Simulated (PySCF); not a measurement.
Several molecules and their computed UV-vis stick spectra, shuffled. Computed with TDDFT wB97X-D/def2-SVPD, vertical, gas phase, core orbitals frozen in the response (PySCF). Geometries: GFN2-xTB; one conformer of each isolated species. Triplets are in the Tamm–Dancoff approximation.

A. `[SiH3]OC1=CO[SiH2][SiH2]O1`
B. `CC=C1CCCC1`
C. `C1(=C)CCCCC1`
D. `C#C[Si@@H](O[SiH3])O[SiH2]O`
E. `C1CCC[C@@H]2[C@H]1C2`

Lowest singlet levels (six at most, fewer where fewer were computed) with oscillator strengths:

1. 200 nm (f 0.000); 192 nm (f 0.001); 192 nm (f 0.000); 161 nm (f 0.001); 161 nm (f 0.004); 157 nm (f 0.006); T1 5.17 eV
2. 175 nm (f 0.295); 170 nm (f 0.164); 160 nm (f 0.001); 151 nm (f 0.015); 150 nm (f 0.019); 148 nm (f 0.062); T1 4.58 eV
3. 187 nm (f 0.007); 184 nm (f 0.362); 166 nm (f 0.003); 164 nm (f 0.003); 156 nm (f 0.001); 149 nm (f 0.071); T1 4.28 eV
4. 160 nm (f 0.001); 156 nm (f 0.002); 149 nm (f 0.015); 148 nm (f 0.025); 145 nm (f 0.031); 143 nm (f 0.014); T1 7.64 eV
5. 300 nm (f 0.001); 238 nm (f 0.002); 215 nm (f 0.017); 209 nm (f 0.019); 205 nm (f 0.029); 200 nm (f 0.058); T1 4.05 eV

Question: Match each spectrum to its molecule.

Answer: 1 = D, 2 = C, 3 = B, 4 = E, 5 = A.
- A: S1 at 4.13 eV, HOMO→LUMO (94%); Löwdin shares by element: HOMO carbon 50%, oxygen 32% or more (atoms not listed hold the other 19%); LUMO silicon 58% or more, oxygen 13% or more (atoms not listed hold the other 29%); HOMO -7.61 and LUMO 0.62 eV.
- B: S1 at 6.63 eV, HOMO→LUMO+1 (76%); Löwdin shares by element: HOMO carbon 77% or more (atoms not listed hold the other 23%); LUMO carbon 60% or more (atoms not listed hold the other 40%); HOMO -8.33 and LUMO 2.39 eV.
- C: S1 at 7.10 eV, HOMO→LUMO (87%); Löwdin shares by element: HOMO carbon 79% or more (atoms not listed hold the other 21%); LUMO carbon 47% or more (atoms not listed hold the other 53%); HOMO -8.85 and LUMO 2.10 eV; point group Cs.
- D: S1 at 6.19 eV, HOMO→LUMO (50%), HOMO→LUMO+3 (11%), HOMO-1→LUMO+1 (10%); Löwdin shares by element: HOMO carbon 73%, oxygen 13% or more; LUMO carbon 42%, silicon 27% or more (atoms not listed hold the other 32%); HOMO -10.22 and LUMO 1.57 eV.
- E: S1 at 7.76 eV, HOMO→LUMO (75%), HOMO→LUMO+1 (12%); Löwdin shares by element: HOMO carbon 67% or more (atoms not listed hold the other 33%); LUMO carbon 28% or more (atoms not listed hold the other 72%); HOMO -9.42 and LUMO 2.49 eV.
